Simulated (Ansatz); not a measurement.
Molecule: C₃H₅S (charge -1, singlet). It need not be the lowest isomer of its formula. Whether it binds its extra electron was not tested at this geometry. SMILES: [CH-]1CCS1
Structure (B3LYP-D3(BJ)/def2-TZVP (Ansatz, a first-principles code) minimum search):
```
C
H 1 1.1026
H 1 1.1115 2 107.49
C 1 1.5291 2 115.32 3 -119.86
H 4 1.0934 1 118.18 2 87.11
H 4 1.0946 5 110.21 1 129.13
C 1 1.5487 2 115.33 3 130.90
H 7 1.1047 1 111.02 2 -102.82
S 4 1.8396 5 115.47 6 124.53
```
Charge -1, spin multiplicity 1.

Parts of the frozen-core correlation energy in cc-pV(D+d)Z (Ansatz, hartree). Frozen orbitals: 8; correlated occupied orbitals by spin: 12 and 12; virtual: 70 and 70. Spin-orbit coupling is left out. Non-relativistic.

```csv
term,value
reference (HF),-513.93159
MP2 opposite-spin,?
MP2 same-spin,-0.13857
CCSD correlation,?
(T),?
T1 diagnostic,0.012
largest doubles amplitude,0.021
```

### Question
Fill in the missing entries.

### Answer

- MP2 opposite-spin, value: -0.42328
- CCSD correlation, value: -0.60781
- (T), value: -0.02201
